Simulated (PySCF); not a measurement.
## Ionising SnC

PBE0; Sn x2c-SVPall, C x2c-SVPall; spin-free X2C with a Gaussian nucleus (PySCF 2.14). Neutral (UKS): triplet (σ ↑, π ↑), Re = 2.017 Å, ωe = 645 cm⁻¹, De = 3.16 eV, HOMO -5.55 eV, LUMO -3.62 eV.

SnC⁺ (UKS): quartet (σ ↑, π ↑↑), Re = 2.120 Å, ωe = 610 cm⁻¹, De = 2.81 eV to Sn⁺ + C. The energies at the minima are -6213.34621 hartree for SnC and -6213.06432 for SnC⁺.

(1) Work out the adiabatic ionisation energy, without and with harmonic zero-point energies (1 hartree = 27.2114 eV, 1 eV = 8065.5 cm⁻¹), and the change of the bond length.

These are scalar-relativistic numbers at best; spin–orbit coupling would shift them, the dissociation energy most. For an ion De counts to the pair picked by the measured ionisation energies or electron affinities, which need not be the lowest pair at this level. States were picked by a PBE0 search and need not be the measured ground states.

Answers

(1) At PBE0: 0.28189 hartree = 7.671 eV between the minima; the zero-point term (610.0 − 645.0)/2 cm⁻¹ = -0.002 eV makes it 7.668 eV. Re changes by +10.3 pm against the neutral. The electron leaves a π orbital, and the longer bond of the ion fits a bonding orbital, or a change in how ionic the bond is.
